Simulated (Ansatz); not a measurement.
`[NH2][In]([Cl])[Br]` + HBr → `[Cl][In]([Br])[Br]` + NH₃ at 400 K and 1 bar (ligand exchange at the In–N bond).

Computed with Ansatz on PBE0-D4/def2-TZVP structures; ΔE is electronic, products minus reactants. CCSD(T)/CBS adds triple-zeta CCSD(T) − MP2 to the extrapolated MP2 energy (def2 sets, frozen cores). This one scheme is used for every species. Elements past krypton have def2 core potentials. For Br, In outer-core shells are correlated without core-valence functions, which leaves a few kJ/mol of doubt a bond. Scalar relativity is left out up to krypton. Each species was taken in one conformer, which may not be the lowest.

| species | CCSD(T)/CBS energy (Eh) | H − E (kJ/mol) | S (J/(mol·K)) |
| --- | --- | --- | --- |
| `[NH2][In]([Cl])[Br]` | -3278.93729 | 100.9 | 396.4 |
| HBr | -2573.91920 | 27.6 | 207.2 |
| `[Cl][In]([Br])[Br]` | -5796.39121 | 34.3 | 396.2 |
| NH₃ | -56.50880 | 104.2 | 203.1 |

H − E and S are ideal-gas, rigid-rotor, harmonic terms from PBE0-D4/def2-TZVP, for one conformer and one mirror image of each species. 1 Eh = 2625.50 kJ/mol, R = 8.31446 J/(mol·K).

**Question.** By hand: ΔE, ΔH, ΔS and ΔG.

**Answer.** ΔE = (-5796.39121) + (-56.50880) − (-3278.93729) − (-2573.91920) = -0.04352 Eh = -114.3 kJ/mol. Δ(H − E) = 34.3 + 104.2 − 100.9 − 27.6 = 10.0, so ΔH = -104.3 kJ/mol. ΔS = 396.2 + 203.1 − 396.4 − 207.2 = -4.3 J/(mol·K). ΔG = -104.3 − 400 × (-4.3)/1000 = -102.6 kJ/mol.

**Question.** By hand: the equilibrium constant, and the temperature at which ΔG would vanish if ΔH and ΔS stayed fixed.

**Answer.** log₁₀ K = −ΔG/(RT ln 10) = 13.4. ΔG = 0 at ΔH/ΔS = 24256 K, far beyond where these terms or the molecules hold.

The number of gas molecules stays the same, so ΔS is small and ΔH decides. A doubt of 5 kJ/mol in ΔE shifts log₁₀ K by 0.7 here. Other conformers and mirror images would add mixing entropy, several J/(mol·K) or more a flexible species. These are equilibria of isolated gas molecules and say nothing of rates. Largest T1 diagnostic: 0.012 (customary marks: 0.02 for closed shells, 0.045 for open ones).
